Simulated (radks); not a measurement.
All-electron atom: In4+ in [Kr] 4d9. Method: Dirac Kohn-Sham, LDA (Slater exchange, Perdew-Wang correlation), spin-unpolarised, spherical densities, point nucleus; open shells are shared between the two j in proportion to 2j + 1; computed with a radial shooting solver on a logarithmic mesh with Libxc functionals.

Normalised radial functions P(r) = r R(r) (large component), r in bohr:

r	3d5/2	4p3/2	4d3/2
0.001717	0.0000	0.0018	0.0000
0.002236	0.0000	0.0030	0.0000
0.002888	0.0001	0.0049	0.0001
0.003761	0.0002	0.0081	0.0001
0.004897	0.0004	0.0132	0.0002
0.006326	0.0008	0.0211	0.0004
0.008237	0.0017	0.0338	0.0008
0.01064	0.0035	0.0528	0.0016
0.01385	0.0073	0.0819	0.0033
0.01804	0.0151	0.1240	0.0065
0.0233	0.0298	0.1797	0.0126
0.03035	0.0588	0.2523	0.0244
0.0392	0.1103	0.3314	0.0450
0.05104	0.2033	0.4045	0.0816
0.06646	0.3573	0.4360	0.1411
0.08585	0.5832	0.3832	0.2263
0.1118	0.8993	0.2026	0.3401
0.1444	1.2566	-0.0944	0.4568
0.188	1.5943	-0.4420	0.5376
0.2448	1.7751	-0.6539	0.5091
0.3163	1.6982	-0.5460	0.3177
0.4118	1.3521	-0.0590	-0.0542
0.532	0.8762	0.5944	-0.4996
0.6927	0.4287	1.0979	-0.8813
0.902	0.1503	1.1682	-1.0316
1.165	0.0369	0.8752	-0.9282
1.517	0.0053	0.4675	-0.6600
1.96	0.0004	0.1799	-0.3734
2.552	0.0000	0.0436	-0.1536
3.323	0.0000	0.0061	-0.0427

3d5/2: eigenvalue -478.80 eV, 0 radial nodes, <r> = 0.326 bohr, 90 % of the charge inside 0.514 bohr. 4p3/2: eigenvalue -123.87 eV, 2 radial nodes at r = 0.134, 0.422 bohr, <r> = 0.921 bohr, 90 % of the charge inside 1.36 bohr. 4d3/2: eigenvalue -65.884 eV, 1 radial node at r = 0.398 bohr, <r> = 1.10 bohr, 90 % of the charge inside 1.70 bohr.
